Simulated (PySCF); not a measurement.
## PPb and its ions

r²SCAN; P def2-SVP, Pb def2-SVP with ECP60; scalar-relativistic core potentials (PySCF 2.14). Neutral (UKS): doublet (π ↑), Re = 2.447 Å, ωe = 357 cm⁻¹, De = 2.46 eV, HOMO -5.12 eV, LUMO -4.50 eV.

PPb⁺ (UKS): triplet (π ↑↑), Re = 2.629 Å, ωe = 295 cm⁻¹. The energies at the minima are -534.13881 hartree for PPb and -533.85957 for PPb⁺.

Problem. Work out the adiabatic ionisation energy, without and with harmonic zero-point energies (1 hartree = 27.2114 eV, 1 eV = 8065.5 cm⁻¹), and the change of the bond length.

Solution. At r²SCAN: 0.27924 hartree = 7.599 eV between the minima; the zero-point term (295.0 − 357.0)/2 cm⁻¹ = -0.004 eV makes it 7.595 eV. Re changes by +18.2 pm against the neutral. The electron leaves a π orbital, and the longer bond of the ion fits a bonding orbital, or a change in how ionic the bond is.

These are scalar-relativistic numbers at best; spin–orbit coupling would shift them, the dissociation energy most. States were picked by a PBE0 search and need not be the measured ground states.
